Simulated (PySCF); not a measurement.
## Finite-field polarisability of B (boron, neutral)

[He] 2s2 2p1, 2P determinant. All numbers are calculated (PySCF 2.14, the spin-free X2C one-electron Hamiltonian (Gaussian nucleus), in aug-cc-pVQZ-DK). Frozen: 1s2. Energy changes in a uniform field (μhartree):

```csv
axis,F (au),HF,MP2,CCSD,CCSD(T)
x,0.0031,-98.377,-81.800,-88.779,-89.314
x,0.0062,-393.584,-328.222,-355.384,-357.501
y,0.0028,-100.516,-97.241,-96.475,-96.711
y,0.0056,-402.881,-389.864,-386.925,-387.885
```

By symmetry the remaining axis equals x.

(1) Derive α along x at CCSD(T) from the two fields.

(2) And the mean polarisability at each level?

Results:

(1) With ΔE = −αF²/2 − γF⁴/24, α = −(16 ΔE(F) − ΔE(2F))/(6F²) = 18.58 bohr³.

(2) The components xx, yy, zz at CCSD(T) are 18.58, 24.65, 18.58, the third axis being equal by symmetry to one of the two computed. Means: HF 22.19, MP2 19.60, CCSD 20.51, CCSD(T) 20.61 bohr³. Reference: 20.5 ± 0.1 bohr³ (recommended; Schwerdtfeger and Nagle, table of static dipole polarizabilities (2023 update)).
